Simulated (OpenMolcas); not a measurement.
S IV: effect of the level shift or regulariser

| Quantity | Value |
| --- | --- |
| Program | OpenMolcas |
| Basis | ANO-RCC-VQZP [6s5p3d2f1g] |
| Scalar Hamiltonian | DKH2, point nucleus |
| Active space | 3 electrons in 4 orbitals (3s 3p) |
| State averaging | 2S+1 = 4 odd, 1 root; 2S+1 = 2 odd, 11 roots; 2S+1 = 4 even, 3 roots; 2S+1 = 2 even, 9 roots |
| Spin-orbit coupling | state interaction with AMFI integrals over the reference wave functions, term energies averaged over their components |

Methods on the same reference wave functions:
A. CASSCF
B. MS-CASPT2, IPEA 0.25 Eh, imaginary shift 0.1 Eh (closed shells correlated: 2s 2p)
C. MS-CASPT2, IPEA 0.25 Eh, imaginary shift 0.3 Eh (closed shells correlated: 2s 2p)

Energies in cm-1 above 3s2 3p 2P* 1/2, the measured ground level; measured values from NIST levels in Podobedova, Kelleher and Wiese, J. Phys. Chem. Ref. Data 38, 171 (2009).

```csv
Level,A,B,C,Measured
3s2 3p 2P* 1/2,0.0,0.0,0.0,0.0
3s2 3p 2P* 3/2,836,841,841,951
3s 3p2 4P 1/2,63626,68950,68940,71184
3s 3p2 4P 3/2,63925,69250,69240,71529
3s 3p2 4P 5/2,64412,69730,69730,72074
3s 3p2 2D 3/2,106825,96920,97470,94103
3s 3p2 2D 5/2,106831,96930,97470,94150
3s 3p2 2S 1/2,128525,123230,123250,123509
3s 3p2 2P 1/2,146958,137110,137120,133620
3s 3p2 2P 3/2,147512,137660,137670,134245
3p3 4S* 3/2,193298,196120,196110,196455
3p3 2D* 3/2,215391,198550,199080,185055
3p3 2D* 5/2,215409,198570,199100,185148
3p3 2P* 1/2,236671,221210,221490,211376
3p3 2P* 3/2,236721,221260,221540,211367
```

Deviations, from unrounded energies. A percentage is the sum of absolute deviations over the sum of measured energies, with the sign that they share, or ± where signs differ.

| Against measurement | Levels | A | B | C |
| --- | --- | --- | --- | --- |
| mean absolute deviation (cm-1) | 14 | 14000 | 4800 | 5000 |
| fine structure of the ground term (%) | 1 | -12.1 | -11.6 | -11.6 |
| other configurations (%) | 13 | ±10.9 | ±3.7 | ±3.9 |

B, C lie about equally close to measurement and A furthest from it. The largest miss of B in the table is 3p3 2D* 3/2, by +13000 cm-1. The ranking rests on the paired levels alone, and a cruder setting can come out closer through cancelling errors.

Between B and C the level of the table that moves most is 3s 3p2 2D 3/2, by 540 cm-1 (lowest in B, highest in C). Moves below CASPT2's spread within the term are not significant.

The mean deviations of B to C differ by less than CASPT2's widest spread within a term (2400 cm-1), so their order carries little weight.

The lowest spin-free term lies below A's lowest term by 0.080 hartree in B, 0.080 hartree in C.

CASPT2 breaks the degeneracy within a term, and the mean is taken; among the terms shown or strongly mixed into the levels shown the widest spread is 2400 cm-1 (3p3 2D*, B). Over all roots computed the reference weight is 0.88 to 0.99 in B, 0.91 to 0.99 in C; the roots of lowest weight are the least certain, and an intruder state may touch them. Terms of s pⁿ other than that of highest spin mix with s² pⁿ⁻² d, which this space lacks; all of them can be thousands of cm-1 off, and some have no real level of that name. Computed and measured levels are paired by configuration, term and J; levels that our copy of the source lacks, or whose pairing is in doubt (as where it misses far off the trend of its configuration), stay unpaired and out of the deviations. Only configurations of the active space appear.

* marks odd parity.
